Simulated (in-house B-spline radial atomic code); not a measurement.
## Ionising Al7+ with different functionals

Computed with an all-electron radial atomic-structure program (B-spline basis): non-relativistic Hamiltonian, point nucleus, spin-polarised at highest spin, spherical fractional occupations for the functionals, and exact exchange of hybrids averaged over the configuration. The ionisation energy is the difference of two self-consistent energies, [He] 2s2 2p2 → [He] 2s2 2p1, without Breit or QED terms; ε is the level of the shell that loses the electron (its least bound occupied spin orbital).

```csv
method,rung,ΔSCF (eV),-ε(2p) (eV)
PBE0,global hybrid,285.60,269.48
B3LYP,global hybrid,285.99,268.62
TPSSh,global hybrid,285.85,266.41
M06-2X,global hybrid,284.93,275.27
BHandHLYP,global hybrid,285.79,275.31
r2SCAN0,global hybrid,286.27,270.61
B97-1,global hybrid,285.60,268.57
HSE06,range-separated hybrid,?,?
wB97X,range-separated hybrid,285.47,271.01
CAM-B3LYP,range-separated hybrid,?,?
LC-wPBE,range-separated hybrid,285.71,269.75
```

Q: What does CAM-B3LYP give?

A: ΔSCF 285.90 eV, and -ε(2p) = 270.60 eV.

Q: What does HSE06 give?

A: ΔSCF 285.62 eV, and -ε(2p) = 269.03 eV.

Q: Among the functionals, which spreads more, the ΔSCF values or the orbital energies?

A: The orbital energies: ΔSCF values span about 1.34 eV and the orbital energies 8.89 eV; here energy differences depend much less on the functional than eigenvalues do.

Q: How do they compare with the NIST value?

A: NIST lists 284.64 eV ± 0.07 (semi-empirical, ground level to ground level). Errors run from +0.29 to +1.63 eV; M06-2X is closest (+0.29 eV), but part of that can be cancellation, since the calculations leave out relativity, Breit-QED terms, multiplet and fine-structure energies.
